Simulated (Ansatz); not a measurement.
`N=C(O)[SiH](N)O` → `N=C(O)O` + `N[SiH]`  (silylene formation by 1,1-elimination)

Isolated molecules relaxed with PBE0-D4/def2-TZVP in Ansatz; ΔE leaves out vibrations. CBS: MP2 limit from def2 TZ/QZ plus the TZ coupled-cluster correction, frozen cores. This one scheme is used for every species. DFT in def2-TZVPP. Each species was taken in one conformer, which may not be the lowest.

Task: Is it downhill or uphill in electronic energy at CCSD(T)/CBS, and by how much? (Best estimate.)

Result: The calculation gave: Uphill: ΔE = +3.11 eV.

Task: What do these levels give: r2SCAN-D4, ωB97X-V, B2PLYP, PBE, PBE0, MP2/def2-TZVPP, SCS-MP2/def2-TZVPP, CCSD/def2-TZVPP, HF/def2-QZVPP, MP2/def2-QZVPP, SCS-MP2/def2-QZVPP, CCSD/CBS(def2)? (An estimate is asked.)

Result: The calculation gave: r2SCAN-D4 3.10, ωB97X-V 3.07, B2PLYP 2.96, PBE 2.75, PBE0 2.89, MP2/def2-TZVPP 3.20, SCS-MP2/def2-TZVPP 3.09, CCSD/def2-TZVPP 2.98, HF/def2-QZVPP 2.86, MP2/def2-QZVPP 3.27, SCS-MP2/def2-QZVPP 3.16, CCSD/CBS(def2) 3.09 eV.

Largest T1 diagnostic among the species: 0.015.

The D4 term adds +0.18 eV with B3LYP and +0.10 eV with PBE0; it sums over pairs of atoms, weighted by their polarisabilities, and B3LYP, whose exchange is more repulsive, gets the larger term. From PBE to PBE0 (25 % exact exchange), in def2-TZVPP and without D4, ΔE moves by +0.14 eV. In def2-TZVPP, CCSD(T) changes the Hartree–Fock value by +0.16 eV (the triples alone add +0.02 eV) and MP2 by +0.36 eV.

B3LYP here is the variant with VWN-RPA as its local correlation; programs differ in this.
